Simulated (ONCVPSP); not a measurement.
**nitrogen, ONCV: configuration errors across variants**

N, optimised norm-conserving Vanderbilt (ONCV), made with ONCVPSP 4.0.1 (PBE, fully relativistic). Core [He], reference 2s1.75 2p3.25. Waves: 2s: rc 0.95 bohr, ncon 3, nbas 7, qcut 6.7 1/bohr, 1 projector; 2p: rc 2.50 bohr, ncon 3, nbas 6, qcut 6.6 1/bohr, 1 projector; d scattering state at 0.41 Ha: rc 2.15 bohr, ncon 4, nbas 7, qcut 5.3 1/bohr, 2 projectors, debl 1.8 Ha. Local part: polynomial inside 0.60 bohr (lpopt 5, dvloc0 4 Ha). Core correction: none.

Open shells are filled in proportion to 2j + 1.

All-electron excitation energies from the reference (eV): (1) 2s2 2p3 -2.874; (2) 2s2 2p2 10.717; (3) 2s2 2p1 39.571; (4) 2s0 2p5 20.167.

A true bound ghost makes a file unfit for plane-wave use even where its test errors are small: the radial tests pick states by their node count and pass the ghost by.

Errors AE − PS in meV (a dash: test not solved or not reliable):

```tsv
change	(1)	(2)	(3)	(4)	bound ghosts	GHOST(+) flags above zero
base	-2.0	+171	+1110	-70	none	d5/2, d3/2
s: qcut 4.5; p: qcut 4.4; d: qcut 3.5	-6.3	+321	+1967	-155	d5/2, d3/2	none
s: qcut 4.9; p: qcut 4.8; d: qcut 3.9	-5.0	+278	+1725	-118	d5/2	none
s: qcut 6.4; p: qcut 6.3; d: qcut 5.1	-2.1	+175	+1132	-66	none	d5/2, d3/2
s: qcut 7.1; p: qcut 7; d: qcut 5.6	-1.8	+159	+1037	-69	none	d5/2, d3/2
s: qcut 7.7; p: qcut 7.6; d: qcut 6.1	-1.7	+153	+1004	-72	none	none
s: qcut 8.4; p: qcut 8.3; d: qcut 6.7	-1.6	+144	+952	-71	none	none
s: qcut 9.1; p: qcut 9; d: qcut 7.2	-1.6	+141	+939	-72	none	none
s: qcut 9.5; p: qcut 9.4; d: qcut 7.5	-1.5	+138	+920	-70	none	none
```

**Question.** Give the same row for: s: qcut 5.8; p: qcut 5.7; d: qcut 4.6.

**Answer.** -2.7, +198, +1268, -69; bound ghosts: none; GHOST(+) flags above zero: d5/2, d3/2.
